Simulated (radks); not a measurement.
Results of a calculation; reference values are marked as such.
Gd, configuration [Xe] 4f7 5d1 6s2. Code: a radial shooting solver on a logarithmic mesh with Libxc functionals. Model: Dirac Kohn-Sham, PBE, spin-unpolarised, spherical densities, finite nucleus; open shells fill j = l - 1/2 first; Fermi nuclear charge, rms radius 5.1569 fm.

Unscreened Slater integrals over Kohn-Sham orbitals (cm^-1). Large and small components are both included. Empty in this configuration: 5d5/2.

integral,value
"F0(5d3/2,5d3/2)",71989
"F2(5d3/2,5d3/2)",35057
"F0(5d3/2,6s1/2)",56292
"G2(5d3/2,6s1/2)",18514
"F0(5d3/2,4f7/2)",96295
"F2(5d3/2,4f7/2)",22037
"G3(5d3/2,4f7/2)",8598.0
"G5(5d3/2,4f7/2)",6410.1
"F0(5d3/2,4f5/2)",96436
"F2(5d3/2,4f5/2)",21750
"G1(5d3/2,4f5/2)",10918
"G3(5d3/2,4f5/2)",8347.3
"F0(5d3/2,5d5/2)",70641
"F2(5d3/2,5d5/2)",34304
"G2(5d3/2,5d5/2)",34283
"G4(5d3/2,5d5/2)",21896
"F0(6s1/2,6s1/2)",49527
"F0(6s1/2,4f7/2)",64776
"G3(6s1/2,4f7/2)",2120.5
"F0(6s1/2,4f5/2)",64826
"G3(6s1/2,4f5/2)",2065.4
"F0(6s1/2,5d5/2)",55699
"G2(6s1/2,5d5/2)",19209
"F0(4f7/2,4f7/2)",235230
"F2(4f7/2,4f7/2)",109790
"F4(4f7/2,4f7/2)",68501
"F6(4f7/2,4f7/2)",49175
"F0(4f7/2,4f5/2)",236850
"F2(4f7/2,4f5/2)",110630
"F4(4f7/2,4f5/2)",69043
"G2(4f7/2,4f5/2)",110390
"G4(4f7/2,4f5/2)",68900
"G6(4f7/2,4f5/2)",49468
"F0(4f7/2,5d5/2)",93268
"F2(4f7/2,5d5/2)",20642
"F4(4f7/2,5d5/2)",9827.2
"G1(4f7/2,5d5/2)",10354
"G3(4f7/2,5d5/2)",7889.5
"G5(4f7/2,5d5/2)",5890.3
"F0(4f5/2,4f5/2)",238500
"F2(4f5/2,4f5/2)",111500
"F4(4f5/2,4f5/2)",69603
"F0(4f5/2,5d5/2)",93398
"F2(4f5/2,5d5/2)",20365
"F4(4f5/2,5d5/2)",9633.4
"G1(4f5/2,5d5/2)",9944.5
"G3(4f5/2,5d5/2)",7645.9
"G5(4f5/2,5d5/2)",5723.8
"F0(5d5/2,5d5/2)",69359
"F2(5d5/2,5d5/2)",33628
"F4(5d5/2,5d5/2)",21452
